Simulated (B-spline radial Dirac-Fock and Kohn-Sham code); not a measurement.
Radiative decay of the 3p3/2 hole in Kr

System: atomic krypton in the configuration [Ar] 3d10 4s2 4p6.

The computed values come from a radial B-spline solver: independent-particle radiative and Coulomb Auger rates from relativistic LDA hole-state orbitals, with Dirac-Fock energies.

```
 line  multipole  energy (eV)  width (meV)  share (%)
M3-M4         E1        123.6       0.0237       8.26
M3-M5         E1        124.9        0.221       77.1
M3-N1         E1        186.0       0.0420       14.6
```

The listed lines hold 100.0 % of the radiative rate. The radiative width is 0.000287 eV in the length form and 0.000235 eV in the velocity form; the two differ because the transition energies are not eigenvalue differences of the potential that gave the orbitals.
